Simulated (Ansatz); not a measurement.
`[BH2][GeH2][F]` + HBr → `[BH2][GeH2][Br]` + H–F at 700 K and 1 bar (ligand exchange at a Ge–F bond).

Program: Ansatz. Geometries: PBE0-D4/def2-TZVP. ΔE: electronic, gas phase. CCSD(T)/CBS is the MP2 limit (def2-TZVPP, def2-QZVPP) plus CCSD(T) − MP2 in def2-TZVPP, frozen cores. This one scheme is used for every species. For Br, Ge outer-core shells are correlated without core-valence functions, which leaves a few kJ/mol of doubt a bond. Scalar relativity is left out up to krypton.

```csv
species,CCSD(T)/CBS energy (Eh),H − E (kJ/mol),S (J/(mol·K))
`[BH2][GeH2][F]`,-2203.09407,155.9,387.5
HBr,-2573.91920,36.5,223.7
`[BH2][GeH2][Br]`,-4676.63012,154.9,418.1
H–F,-100.39570,45.2,198.5
```

H − E and S are ideal-gas, rigid-rotor, harmonic terms from PBE0-D4/def2-TZVP. 1 Eh = 2625.50 kJ/mol, R = 8.31446 J/(mol·K).

Q: By hand: ΔE, ΔH, ΔS and ΔG.

A: ΔE = (-4676.63012) + (-100.39570) − (-2203.09407) − (-2573.91920) = -0.01255 Eh = -33.0 kJ/mol. Δ(H − E) = 154.9 + 45.2 − 155.9 − 36.5 = 7.7, so ΔH = -25.3 kJ/mol. ΔS = 418.1 + 198.5 − 387.5 − 223.7 = 5.4 J/(mol·K). ΔG = -25.3 − 700 × (5.4)/1000 = -29.1 kJ/mol.

Q: By hand: the equilibrium constant, and the temperature at which ΔG would vanish if ΔH and ΔS stayed fixed.

A: log₁₀ K = −ΔG/(RT ln 10) = 2.2. ΔH and −TΔS have one sign here, so there is no such temperature. One of them is within its doubt of zero, so this could turn.

The number of gas molecules stays the same, so ΔS is small and ΔH decides. A doubt of 5 kJ/mol in ΔE shifts log₁₀ K by 0.4 here. These are equilibria of isolated gas molecules and say nothing of rates. Largest T1 diagnostic: 0.012 (customary marks: 0.02 for closed shells, 0.045 for open ones).
